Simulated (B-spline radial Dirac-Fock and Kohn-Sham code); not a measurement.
**Ce³⁺: input and output of one calculation**

ΔSCF core binding energies without Breit or QED terms, calculated with a B-spline atomic structure program. Keys: rel is the Hamiltonian (dirac, or spin-free x2c and nr, where L3 and M5 stand for the whole 2p and 3d shells), method is hf or an exchange,correlation pair (spin-unpolarised, also for the hole states), nuc the nuclear model, radius_factor scales its radius, rmax is the box in bohr, h the logarithmic mesh step, order the B-spline order, points the quadrature points per cell, c_factor scales the speed of light, and damp, ndamp, maxit and tol steer the iteration. The run stops when the commutator error falls below 10·tol·max(1, Z/10), or the numerical noise floor, and the energy has settled to about 1e-8 Ha; the virial ratio is −V/T.

Input (task.json):

```json
{"items": [{"Z": 58, "q": 3, "cfg": [[1, 0, 2], [2, 0, 2], [2, 1, 6], [3, 0, 2], [3, 1, 6], [3, 2, 10], [4, 0, 2], [4, 1, 6], [4, 2, 10], [4, 3, 1], [5, 0, 2], [5, 1, 6]], "A": 140, "rrms": 4.8771, "do": "settings", "holes": ["K", "L3", "M5"],
  "settings": [{"rel": "dirac", "method": "hf", "nuc": "fermi", "radius_factor": 1.0, "rmax": 45.0, "h": 0.3, "order": 8, "points": 10, "c_factor": 1.0, "maxit": 60, "damp": 0.5, "ndamp": 3, "tol": 1e-08}]}]}
```

Command: `python xray2_run.py task.json out`

Ground-state iterations:

```
iter   energy (Ha)        error
   1    -8849.13188318  1.98e+00
   2    -8856.92602995  4.25e-01
   3    -8859.63543282  1.12e-01
   4    -8859.83494154  4.19e-02
   5    -8859.84866077  1.63e-02
   6    -8859.85202730  1.32e-03
   7    -8859.85204500  5.20e-04
   8    -8859.85204802  6.80e-05
   9    -8859.85204808  2.48e-06
  10    -8859.85204808  1.72e-07
```

The ground state converged in 10 iterations, with total energy -8859.85205 Ha, virial ratio 1.93217 and highest orbital energy -37.53 eV. ΔSCF binding energies: K (1s) 40632.2 eV, L3 (2p3/2) 5770.7 eV, M5 (3d5/2) 920.0 eV.
